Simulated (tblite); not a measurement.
Compound: C₄H₁₀B₂FN.
Numbering: `[BH2:1][NH:2][BH:3][C:4](=[CH2:5])[C@@H:6]([CH3:7])[F:8]` (hydrogens: H9, H10 on B1; H11 on N2; H12 on B3; H13, H14 on C5; H15 on C6; H16, H17, H18 on C7)

Computed with GFN2-xTB (tblite), gas phase: L-BFGS steps from a force-field or distance-geometry start until the largest atomic force falls under 0.01 eV/Å.

At the end of the run (lengths in Å): B1–N2 1.408, N2–B3 1.415, B1–H10 1.168, N2–H11 1.012, B1–H9 1.172, C4–C6 1.512, B3–C4 1.564, B1–N2–B3 128.0°, B3–C4–C5 121.0°, B3–C4–C6 119.9°, N2–B3–C4 122.3°, B1–N2–B3–C4 180°, N2–B3–C4–C5 -175°, B3–C4–C6–C7 77°, H11–N2–B1–H9 0°, H9–B1–N2–B3 180°.

**Question.** These geometries were met on the way; a selection of coordinates is given. Order them by energy above the end point, lowest first.
A. B1–N2 1.418, N2–B3 1.401, B1–H10 1.172, N2–H11 1.021, B1–H9 1.184, C4–C6 1.501, B3–C4 1.567, B1–N2–B3 122.5°, B3–C4–C5 120.6°, B3–C4–C6 119.3°, N2–B3–C4 124.2°, B1–N2–B3–C4 -172°, N2–B3–C4–C5 -132°, B3–C4–C6–C7 60°, H11–N2–B1–H9 -29°, H9–B1–N2–B3 131°
B. B1–N2 1.439, N2–B3 1.396, B1–H10 1.144, N2–H11 1.007, B1–H9 1.167, C4–C6 1.532, B3–C4 1.601, B1–N2–B3 114.9°, B3–C4–C5 117.3°, B3–C4–C6 122.2°, N2–B3–C4 128.1°, B1–N2–B3–C4 -156°, N2–B3–C4–C5 -122°, B3–C4–C6–C7 61°, H11–N2–B1–H9 -61°, H9–B1–N2–B3 98°
C. B1–N2 1.481, N2–B3 1.415, B1–H10 1.225, N2–H11 1.041, B1–H9 1.219, C4–C6 1.530, B3–C4 1.573, B1–N2–B3 111.5°, B3–C4–C5 112.2°, B3–C4–C6 126.1°, N2–B3–C4 123.4°, B1–N2–B3–C4 -155°, N2–B3–C4–C5 -138°, B3–C4–C6–C7 61°, H11–N2–B1–H9 -94°, H9–B1–N2–B3 116°
D. B1–N2 1.410, N2–B3 1.406, B1–H10 1.173, N2–H11 1.019, B1–H9 1.172, C4–C6 1.508, B3–C4 1.564, B1–N2–B3 124.6°, B3–C4–C5 121.1°, B3–C4–C6 120.5°, N2–B3–C4 120.5°, B1–N2–B3–C4 -175°, N2–B3–C4–C5 -140°, B3–C4–C6–C7 59°, H11–N2–B1–H9 -15°, H9–B1–N2–B3 157°
E. B1–N2 1.528, N2–B3 1.509, B1–H10 1.178, N2–H11 1.060, B1–H9 1.202, C4–C6 1.468, B3–C4 1.545, B1–N2–B3 105.9°, B3–C4–C5 116.5°, B3–C4–C6 123.6°, N2–B3–C4 119.8°, B1–N2–B3–C4 -167°, N2–B3–C4–C5 -124°, B3–C4–C6–C7 61°, H11–N2–B1–H9 -145°, H9–B1–N2–B3 98°

**Answer.** D (0.292 eV), A (0.495 eV), B (0.877 eV), C (1.489 eV), E (2.432 eV).

| step | E above end (eV) | rms distance from the end, all atoms (Å) | largest force (eV/Å) | rms shift of all bonds from the end (Å) |
| --- | --- | --- | --- | --- |
| 24 | 0.292 | 0.488 | 0.490 | 0.004 |
| 21 | 0.495 | 0.519 | 0.894 | 0.008 |
| 13 | 0.877 | 0.624 | 0.786 | 0.016 |
| 8 | 1.489 | 0.657 | 1.657 | 0.029 |
| 0 | 2.432 | 0.696 | 2.211 | 0.043 |

Rows stand in the order of the answer.
